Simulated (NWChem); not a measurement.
# AlH3S2O; SMILES [OH][Al]([SH])[SH]

```xyz
7

Al     0.3691     0.0070    -0.0004
O      2.0590    -0.1323    -0.0015
H      2.7170     0.5633     0.0171
S     -0.7727    -1.8472    -0.0006
H      0.3549    -2.5940     0.0074
S     -0.6318     1.9469    -0.0008
H     -1.8692     1.4027     0.0156
```
Atoms are numbered in this order, from 1.

Results from NWChem. Coordinates come from a PBE0/def2-SVP optimisation. Ions are spin-unrestricted doublets at the neutral geometry; other ion states weren't tried.

For level Hartree-Fock/def2-SVP:

- −ε(HOMO) (eV) = 10.27

Q: How do the values read with level PBE/def2-SVP instead?

A: The −ε(HOMO) (eV) comes out as 6.17.
